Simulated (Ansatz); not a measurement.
SbHBr2, SMILES [Br][SbH][Br].

Coordinates come from a PBE0-D3(BJ)/def2-SVP optimisation. The structure was generated by enumeration; whether it is a known compound was not checked. The def2 effective core potentials stand for the cores of Sb; spin–orbit coupling is left out.

Two levels are set side by side: PBE/def2-SVPD (Ansatz, a program for electronic structure) and CAM-B3LYP/def2-SVPD (Ansatz). Energy differences of separate SCF runs at the same geometry; the states with an electron removed or added have multiplicity 2 and 2. Differences are taken from unrounded values.

```tsv
quantity	CAM-B3LYP
vertical ionisation energy (eV)	9.93
vertical electron affinity (eV)	0.74
vertical singlet–triplet gap (eV)	3.80
```

Question: What does PBE give, and how far is it from CAM-B3LYP? (The exact figures need the calculation; the answer reports its results.)

Answer: 
```json
[
 {"quantity": "vertical ionisation energy (eV)", "PBE": "9.38", "PBE minus CAM-B3LYP": "-0.55"},
 {"quantity": "vertical electron affinity (eV)", "PBE": "0.70", "PBE minus CAM-B3LYP": "-0.05"},
 {"quantity": "vertical singlet–triplet gap (eV)", "PBE": "3.44", "PBE minus CAM-B3LYP": "-0.36"}
]
```
